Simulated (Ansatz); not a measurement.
Geometry optimisation, RKS PBE0/def2-SVP (Ansatz 0.2.0).

input.yaml

```yaml
crystal:
  periodic: [false, false, false]
  atoms:
    - { symbol: O, position_ang: [-2.2663, 0.3634, 0.154] }
    - { symbol: Sb, position_ang: [-0.7479, 0.6208, 1.402] }
    - { symbol: C, position_ang: [0.5724, 0.9608, -0.2369] }
    - { symbol: Si, position_ang: [1.0287, -0.8423, -0.324] }
    - { symbol: O, position_ang: [-0.0865, -1.2763, 0.9735] }
    - { symbol: H, position_ang: [-2.9204, -0.2072, 0.6047] }
    - { symbol: H, position_ang: [1.5294, 1.5403, 0.081] }
    - { symbol: H, position_ang: [0.1428, 1.3623, -1.1412] }
    - { symbol: H, position_ang: [0.4729, -1.4169, -1.5384] }
    - { symbol: H, position_ang: [2.358, -1.156, 0.0283] }
basis:
  gaussian: { orbitals: def2-SVP }
hamiltonian:
  xc: pbe0
relax:
  f_tol: 0.02
  max_steps: 50
```

Run as:

```bash
$ ansatz run input.yaml --threads 2 --pin off --max-ram 3072MiB --backend cpu --events-out ev --progress --plain --runs-dir out
```

Q: Where does it end, and by what steps?

A: The forces met the threshold. After 6 steps the energy has fallen by 0.521 eV; H6 moved furthest, 0.36 Å.

```
step  energy less start (eV)  largest force component (eV/Å)  accepted
   0                  0.0000                           3.723       yes
   1                 -0.3568                           1.531       yes
   2                 -0.4712                           0.950       yes
   3                 -0.5024                           0.759       yes
   4                 -0.5187                           0.187       yes
   5                 -0.5202                           0.057       yes
   6                 -0.5205                           0.008       yes
```

```xyz
10
Properties=species:S:1:pos:R:3
O -2.280 0.361 0.127
Sb -0.766 0.479 1.413
C 0.601 0.957 -0.218
Si 1.024 -0.892 -0.294
O 0.084 -1.326 1.034
H -3.098 0.102 0.568
H 1.414 1.641 0.066
H 0.034 1.373 -1.065
H 0.598 -1.557 -1.561
H 2.472 -1.188 -0.067
```

The run took 26 s on 2 threads of Intel(R) Xeon(R) Platinum 8488C (Sapphire Rapids), on a shared host, peak memory 0.3 GiB.
